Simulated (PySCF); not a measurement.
CH5FOS2Si (SMILES CO[Si](F)(S)S), singlet, at a GFN2-xTB geometry, atoms displaced at random by about 0.08 Å a coordinate; DF-PBE/STO-3G, gradient run with PySCF.

Input for PySCF:
```python
from pyscf import gto, scf, dft

mol = gto.Mole()
mol.atom = '''
    C    -2.50219631    0.96726386   -0.05262348
    O    -1.20363471    0.72135088   -0.33913944
    Si    0.05413170   -0.25064781   -0.19597400
    F    -0.27458144   -1.79883888   -0.55189251
    S     1.62462493    0.39256693   -1.35891659
    S     0.30755651   -0.19712166    1.95044387
    H    -2.91730830    1.69419327   -0.38831515
    H    -2.33831022    1.05885196    1.07133295
    H    -3.02218456    0.04809356   -0.17168363
    H     1.67711322    1.77615846   -1.14773682
    H     1.13877919   -0.83607176    2.07992216
'''
mol.basis = 'sto-3g'
mol.verbose = 4
mol.build()

mf = dft.RKS(mol)
mf.xc = 'pbe'
mf = mf.density_fit(auxbasis='def2-universal-jkfit')
mf.kernel()
g = mf.nuc_grad_method()
g.auxbasis_response = False
grad = g.kernel()
```

What the program printed (banner, timings and long lists left out):

```
PySCF version 2.14.0

[INPUT] verbose = 4
[INPUT] num. atoms = 11
[INPUT] num. electrons = 74
[INPUT] charge = 0
[INPUT] spin (= nelec alpha-beta = 2S) = 0
[INPUT] symmetry False subgroup None
[INPUT] Mole.unit = angstrom
[INPUT] Symbol           X                Y                Z      unit          X                Y                Z       unit  Magmom
[INPUT]  1 C     -2.502196310000   0.967263860000  -0.052623480000 AA   -4.728465735797   1.827863785590  -0.099443964922 Bohr   0.0
[INPUT]  2 O     -1.203634710000   0.721350880000  -0.339139440000 AA   -2.274539955920   1.363155602914  -0.640880659638 Bohr   0.0
[INPUT]  3 Si     0.054131700000  -0.250647810000  -0.195974000000 AA    0.102294087657  -0.473655714622  -0.370337187536 Bohr   0.0
[INPUT]  4 F     -0.274581440000  -1.798838880000  -0.551892510000 AA   -0.518883720489  -3.399312825419  -1.042925694099 Bohr   0.0
[INPUT]  5 S      1.624624930000   0.392566930000  -1.358916590000 AA    3.070096172841   0.741843983261  -2.567980181228 Bohr   0.0
[INPUT]  6 S      0.307556510000  -0.197121660000   1.950443870000 AA    0.581197571727  -0.372505950620   3.685804735637 Bohr   0.0
[INPUT]  7 H     -2.917308300000   1.694193270000  -0.388315150000 AA   -5.512913707920   3.201561282381  -0.733809283519 Bohr   0.0
[INPUT]  8 H     -2.338310220000   1.058851960000   1.071332950000 AA   -4.418765910071   2.000940210859   2.024525863722 Bohr   0.0
[INPUT]  9 H     -3.022184560000   0.048093560000  -0.171683630000 AA   -5.711101116289   0.090883656755  -0.324435040771 Bohr   0.0
[INPUT] 10 H      1.677113220000   1.776158460000  -1.147736820000 AA    3.169284665687   3.356453043229  -2.168908252879 Bohr   0.0
[INPUT] 11 H      1.138779190000  -0.836071760000   2.079922160000 AA    2.151980785454  -1.579946646883   3.930483242814 Bohr   0.0

nuclear repulsion = 477.753026306484
number of shells = 29
number of NR pGTOs = 141
number of NR cGTOs = 47
basis = sto-3g
ecp = {}

******** <class 'pyscf.df.df_jk.DFRKS'> ********
method = DFRKS
initial guess = minao
damping factor = 0
level_shift factor = 0
DIIS = <class 'pyscf.scf.diis.CDIIS'>
diis_start_cycle = 1
diis_space = 8
diis_damp = 0
SCF conv_tol = 1e-09
SCF conv_tol_grad = None
SCF max_cycles = 50
direct_scf = False
XC library pyscf.dft.libxc version 7.1.2
    S. Lehtola, C. Steigemann, M. J. T. Oliveira, and M. A. L. Marques,  SoftwareX 7, 1–5 (2018)
XC functionals = pbe
    J. P. Perdew, K. Burke, and M. Ernzerhof,  Phys. Rev. Lett. 77, 3865 (1996)
    J. P. Perdew, K. Burke, and M. Ernzerhof,  Phys. Rev. Lett. 78, 1396 (1997)
    J. P. Perdew, K. Burke, and M. Ernzerhof,  Phys. Rev. Lett. 77, 3865 (1996)
    J. P. Perdew, K. Burke, and M. Ernzerhof,  Phys. Rev. Lett. 78, 1396 (1997)
radial grids:
    Treutler-Ahlrichs [JCP 102, 346 (1995); DOI:10.1063/1.469408] (M4) radial grids

becke partition: Becke, JCP 88, 2547 (1988); DOI:10.1063/1.454033
pruning grids: <function nwchem_prune>
grids dens level: 3
symmetrized grids: False
atomic radii adjust function: <function treutler_atomic_radii_adjust>
small_rho_cutoff = 0
Set gradient conv threshold to 3.16228e-05
Initial guess from minao.
tot grids = 148448
init E= -1286.66747366234
  HOMO = -0.312783728256034  LUMO = -0.0370808124927512  gap/eV = 7.50226
cycle= 1 E= -1285.80331230406  delta_E= 0.864  |g|= 0.738  |ddm|= 4.24
  HOMO = 0.057071524345955  LUMO = 0.134667726871375  gap/eV = 2.11150
cycle= 2 E= -1285.45262478233  delta_E= 0.351  |g|= 1.36  |ddm|= 3.32
  HOMO = -0.0359571707488645  LUMO = 0.147855752341651  gap/eV = 5.00180
cycle= 3 E= -1286.00315409856  delta_E= -0.551  |g|= 0.173  |ddm|=  2.3
  HOMO = -0.0680827490674907  LUMO = 0.144573868207498  gap/eV = 5.78668
cycle= 4 E= -1286.01568995578  delta_E= -0.0125  |g|= 0.06  |ddm|= 0.539
  HOMO = -0.074268228085726  LUMO = 0.138001691548328  gap/eV = 5.77616
cycle= 5 E= -1286.01725427439  delta_E= -0.00156  |g|= 0.00794  |ddm|= 0.135
  HOMO = -0.0725330667138373  LUMO = 0.139220583619297  gap/eV = 5.76211
cycle= 6 E= -1286.01728146297  delta_E= -2.72e-05  |g|= 0.00186  |ddm|= 0.021
  HOMO = -0.0727355910686653  LUMO = 0.139318011442098  gap/eV = 5.77027
cycle= 7 E= -1286.01728292442  delta_E= -1.46e-06  |g|= 0.000552  |ddm|= 0.00498
  HOMO = -0.0726976622175072  LUMO = 0.139293497603768  gap/eV = 5.76857
cycle= 8 E= -1286.01728303853  delta_E= -1.14e-07  |g|= 0.000199  |ddm|= 0.00131
  HOMO = -0.0726965259253076  LUMO = 0.139294806813713  gap/eV = 5.76858
cycle= 9 E= -1286.01728305272  delta_E= -1.42e-08  |g|= 4.94e-05  |ddm|= 0.00042
  HOMO = -0.0726980350736998  LUMO = 0.139295630778407  gap/eV = 5.76864
cycle= 10 E= -1286.01728305367  delta_E= -9.49e-10  |g|= 1.11e-05  |ddm|= 0.000112
  HOMO = -0.0726980685005041  LUMO = 0.13929421847559  gap/eV = 5.76860
Extra cycle  E= -1286.01728305364  delta_E= 2.89e-11  |g|= 1.4e-05  |ddm|= 5.15e-05
converged SCF energy = -1286.01728305364

******** <class 'pyscf.df.grad.rks.Gradients'> for <class 'pyscf.df.df_jk.DFRKS'> ********
unit = Eh/Bohr
grid_response = False
--------------- DFRKS gradients ---------------
         x                y                z
0 C    -0.1286094469     0.2255368959    -0.1923198864
1 O    -0.0771382796    -0.0315833948     0.0872492685
2 Si     0.0152939972     0.0007133306    -0.0519789091
3 F     0.0034753955     0.0218415998     0.0125119507
4 S    -0.0373455827    -0.0200953047     0.0310215258
5 S     0.3143478946    -0.2453141404     0.0366170361
6 H     0.1238287224    -0.2293989519     0.1163045907
7 H     0.0447469385    -0.0131091046    -0.0013328920
8 H     0.0458974559     0.0295601533     0.0094701952
9 H     0.0101702075     0.0186119435    -0.0057587884
10 H    -0.3164812948     0.2437172047    -0.0399442052
----------------------------------------------
```
